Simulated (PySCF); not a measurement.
Delta-SCF ions had no search for a lower state. Excitations are Tamm–Dancoff values on a coarser integration grid. The basis has no diffuse functions, so Rydberg states are missing or too high.

Cartesian coordinates (Å):
SMILES: C([SiH3])(O)O
```xyz
10

O     -1.0915    -1.1820    -0.2661
C     -0.5329    -0.0605     0.3901
O     -1.2270     1.1376     0.0744
Si     1.3134     0.0252    -0.1027
H     -2.0104    -1.2762     0.0184
H     -0.6467    -0.1484     1.4760
H     -1.1379     1.2988    -0.8739
H      1.9979    -1.2641     0.1397
H      1.9636     1.0951     0.6872
H      1.3715     0.3745    -1.5431
```
Charge 0, multiplicity 1.

**Question.** Give the total energy, S1–T1 gap (TDA), HOMO, vertical ionisation energy (Delta-SCF), HOMO–LUMO gap, S1 excitation (TDA), dipole moment and LUMO at the level PBE-D3(BJ)/def2-TZVP // B3LYP-D3(BJ)/def2-TZVP run with PySCF.

**Answer.** 
| Quantity | Result |
|---|---|
| total energy | -481.3641 Ha |
| S1–T1 gap (TDA) | 0.31 eV |
| HOMO | -6.36 eV |
| vertical ionisation energy (Delta-SCF) | 9.72 eV |
| HOMO–LUMO gap | 6.01 eV |
| S1 excitation (TDA) | 6.14 eV |
| dipole moment | 0.122 e·Å |
| LUMO | -0.35 eV |
